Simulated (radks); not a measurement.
Excited configurations of the vanadium ion V3+: one electron is placed in a higher orbital outside [Ar] 3d1. The ground configuration is [Ar] 3d2. Method: scalar-relativistic Kohn-Sham, PBE, spin-unpolarised, spherical densities, point nucleus; computed with a radial shooting solver on a logarithmic mesh with Libxc functionals. Excitation = E - E(ground); binding = E(ion) - E, where the ion is the core of charge +4; n* = 4/sqrt(2 binding) in atomic units, and the quantum defect is n - n*.

outer orbital  excitation (eV)  binding (eV)     n*  eigenvalue (eV)  <r> (bohr)
4p                      17.390        28.483  2.765          -24.680       2.731
4d                      26.086        19.787  3.317          -16.970       3.467
4f                      31.899        13.974  3.947          -11.744       4.281
5d                      33.946        11.927  4.272          -10.470       6.256
6s                      34.973        10.900  4.469           -9.782       7.632
6p                      36.120         9.753  4.724           -8.730       8.311
6d                      37.928         7.945  5.234           -7.074       9.764
7p                      39.159         6.714  5.694           -6.046       12.18
7d                      40.204         5.669  6.197           -5.089       14.00
7f                      41.056         4.817  6.723           -4.303       15.81

The Delta-SCF ionisation energy is 45.873 eV (NIST Atomic Spectra Database: 46.709 eV, measured). Self-interaction in the functional shifts the binding energies and quantum defects, so they are the method's values and not measured ones. Spin polarisation and multiplet splitting are left out, so open shells lie too high by an amount that depends on their filling.

Beside tabulated values, note that spin-unpolarised runs miss the spin-polarisation part of the exchange energy of open shells.
